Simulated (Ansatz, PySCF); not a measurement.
This Ansatz (a quantum-chemistry and plane-wave program) input computes a CAM-B3LYP/def2-TZVPD energy:

Ansatz 0.2 input:
```yaml
crystal:
  periodic: [false, false, false]
  atoms:
    - {symbol: B, position_ang: [0.15431734, -0.02991672, 0.03684712]}
    - {symbol: F, position_ang: [-0.50430122, 1.20968830, 0.10957048]}
    - {symbol: F, position_ang: [-0.79783028, -0.95725066, -0.42048687]}
    - {symbol: O, position_ang: [1.36844961, -0.26529440, 0.32675150]}
basis:
  gaussian:
    orbitals: def2-TZVPD
hamiltonian:
  xc: {name: CAM-B3LYP}
total_charge: -1
output: {forces: true}
```

Q: Write an input for the same energy in PySCF and say what it gives.

A: 
```python
from pyscf import gto, scf, dft

mol = gto.M(
    atom='''
    B     0.15431734   -0.02991672    0.03684712
    F    -0.50430122    1.20968830    0.10957048
    F    -0.79783028   -0.95725066   -0.42048687
    O     1.36844961   -0.26529440    0.32675150
    ''',
    basis='def2-tzvpd',
    charge=-1,
    spin=0,
    verbose=4,
)

mf = dft.RKS(mol, xc='camb3lyp').density_fit(auxbasis='def2-universal-jkfit')
mf.grids.level = 3
mf.conv_tol = 1e-9
mf.max_cycle = 100
mf.max_memory = 1500
mf.kernel()
if not mf.converged:
    mf = mf.newton()
    mf.kernel(mf.make_rdm1())
mf.analyze()
```
It gives -300.04132 Eh, and Ansatz -300.04129 Eh, a difference of 0.03 mEh, from the treatment of integrals and grids.

It need not be the lowest isomer of its formula. Whether it binds its extra electron was not tested at this geometry.
